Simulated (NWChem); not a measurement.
# CdS in NWChem

SMILES: [S]=[Cd]
```xyz
2

Cd     0.0000     0.0000     0.5614
S      0.0000     0.0000    -1.6843
```
Charge 0, spin multiplicity 1.

All runs are NWChem calculations. Structure: optimised with PBE0/def2-SVP with def2 effective core potentials on Cd, a minimum by its harmonic frequencies.

Symmetry labels belong to the abelian group C2v used in the runs, with the axes of the coordinates shown; states degenerate in a higher group split over its labels.

Effective core potentials replace the inner electrons of Cd; spin-orbit coupling is left out. The structure started from a generated list of species.

Problem. List the lowest 6 singlet excitations that TD-PBE/def2-SVPD with def2 effective core potentials on Cd gives, with oscillator strengths.

Solution. 
```tsv
state	symmetry	energy (eV)	wavelength (nm)	f
1	b2	0.54	2299	0.001
2	b1	0.54	2299	0.001
3	a1	3.63	341	0.041
4	a2	3.94	314	0.000
5	a1	4.02	308	0.000
6	a2	4.02	308	0.000
```
